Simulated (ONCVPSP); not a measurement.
**iron (Fe), ONCV: configuration errors across variants**

ONCVPSP 4.0.1 input, shortened (lines: element, Z, core and valence counts, functional; n l f; lmax; l rc ep ncon nbas qcut; lloc lpopt rc5 dvloc0; l nproj debl; icmod fcfact rcfact), PBE, non-relativistic:

```
  Fe 26.00    3    4        4      upf
    1    0    2.00
    2    0    2.00
    2    1    6.00
    3    0    2.00
    3    1    6.00
    3    2    6.00
    4    0    1.00
    2
    0    1.30    0.00    4    8   11.90
    1    1.00    0.00    4    9   16.40
    2    1.10    0.00    3    8   15.70
    4    1    0.80    3.00
    0    2    2.50
    1    2    0.80
    2    1    0.50
    3    3.00    1.40
```

In the p channel the program set the typed energies aside and used -2.503, 0.250 Ha.

All-electron excitation energies from the reference (eV): (1) 3s2 3p6 3d6 4s2 -8.600; (2) 3s2 3p6 3d6 4s0 15.993; (3) 3s2 3p6 3d5 4s0 50.431; (4) 3s2 3p6 3d5 4s2 5.929.

Errors AE − PS in meV (a dash: test not solved or not reliable):

| change | (1) | (2) | (3) | (4) | bound ghosts | GHOST(+) flags above zero |
| --- | --- | --- | --- | --- | --- | --- |
| base | +0.3 | +0.5 | -1.7 | +7.5 | none | none |
| all radii but the core radius scaled by about 0.80 (s 1.04, p 0.80, d 0.88 bohr); local potential polynomial inside 0.64 bohr (lpopt 1, dvloc0 3 Ha) | +0.1 | +0.3 | -2.7 | +1.9 | none | s |
| all radii but the core radius scaled by about 0.86 (s 1.12, p 0.86, d 0.94 bohr); local potential polynomial inside 0.68 bohr (lpopt 1, dvloc0 3 Ha) | +0.2 | +0.4 | -2.0 | +3.7 | none | none |
| all radii but the core radius scaled by about 0.96 (s 1.26, p 0.96, d 1.06 bohr); local potential polynomial inside 0.78 bohr (lpopt 1, dvloc0 3 Ha) | +0.3 | +0.5 | -1.8 | +6.5 | none | none |
| all radii but the core radius scaled by about 1.04 (s 1.36, p 1.04, d 1.14 bohr); local potential polynomial inside 0.84 bohr (lpopt 1, dvloc0 3 Ha) | +0.3 | +0.5 | -2.0 | +8.2 | none | none |
| all radii but the core radius scaled by about 1.24 (s 1.62, p 1.24, d 1.36 bohr); local potential polynomial inside 1.00 bohr (lpopt 1, dvloc0 3 Ha) | +0.4 | +0.7 | -3.5 | +13 | none | p |
| all radii but the core radius scaled by about 1.29 (s 1.68, p 1.30, d 1.42 bohr); local potential polynomial inside 1.04 bohr (lpopt 1, dvloc0 3 Ha) | +0.4 | +0.5 | -5.0 | +13 | none | s |

Give the same row for: all radii but the core radius scaled by about 1.12 (s 1.46, p 1.12, d 1.24 bohr); local potential polynomial inside 0.90 bohr (lpopt 1, dvloc0 3 Ha).

+0.3, +0.6, -2.0, +9.9; bound ghosts: none; GHOST(+) flags above zero: none.
